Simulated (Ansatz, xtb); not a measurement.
The molecule WO, multiplicity 3 (lowest of 2S+1 = 1, 3, 5, 7, 9 at CCSD(T)/def2-TZVPP on PBE0 minima; our sources give no spin for the ground state, which may be another). No spin–orbit coupling. The T1 diagnostic near the minimum is 0.058, so single-reference values are doubtful.

Seven points along R, fitted to fifth degree in 1/R; most abundant isotopes. Runs in def2 and cc sets follow the lowest solution found near the PBE0 minimum.

Codes used: Ansatz (a program for electronic structure); xtb for the GFN methods. Values without a source in brackets are computed. In def2 rows elements past Kr take small-core potentials, without spin–orbit coupling. The GFN methods have no spin term and hold the electronic entropy of 300 K.

| level | r_e (Å) | ω_e (cm⁻¹) | α_e (cm⁻¹) | B_e (cm⁻¹) | dipole (D) |
|---|---|---|---|---|---|
| GFN2-xTB | 1.700 | 837 | 0.0032 | 0.396 | - |
| SVWN5/def2-TZVPP | 1.649 | 1107 | 0.0019 | 0.421 | 1.96 |
| PBE/def2-TZVPP | 1.662 | 1071 | 0.0019 | 0.415 | 1.88 |
| B97M-V/def2-TZVPP | 1.655 | 1089 | 0.0019 | 0.418 | 1.93 |
| B3LYP/def2-TZVPP | 1.657 | 1094 | 0.0018 | 0.417 | 2.25 |
| PBE0/def2-TZVPP | 1.646 | 1119 | 0.0018 | 0.423 | 2.07 |
| CAM-B3LYP/def2-TZVPP | 1.649 | 1123 | 0.0018 | 0.421 | 2.38 |
| wB97X-V/def2-TZVPP | 1.646 | 1134 | 0.0017 | 0.423 | 2.38 |
| wB97M-V/def2-TZVPP | 1.647 | 1127 | 0.0018 | 0.422 | 2.24 |
